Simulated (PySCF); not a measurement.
Level of theory: CAM-B3LYP-D3(BJ)/def2-TZVP (PySCF 2.14.0). Isolated molecules, 0 K electronic values unless said otherwise. One relaxed conformer stands for a flexible species; it need not be the lowest. Excitations are Tamm–Dancoff values on a coarser integration grid. The basis has no diffuse functions, so Rydberg states are missing or too high.

Reference species (SMILES): `BC(=C)C(=C)C` (neutral, multiplicity 1).

The T1 excitation (TDA) is 3.03 eV and the LUMO comes out as -0.84 eV. The S1 excitation (TDA) comes out as 4.80 eV.

After one change: the T1 excitation (TDA) stays essentially unchanged; the LUMO increases by 0.22 eV; the S1 excitation (TDA) goes up by 0.06 eV.

Task: Which change was made? The new species is one of these.
A) `B/C=C(\C)C=C`
B) `B/C=C\C=C/C`
C) `B/C(C=C)=C/C`
D) `BC(=C)/C=C/C`

Result: C, `B/C(C=C)=C/C`
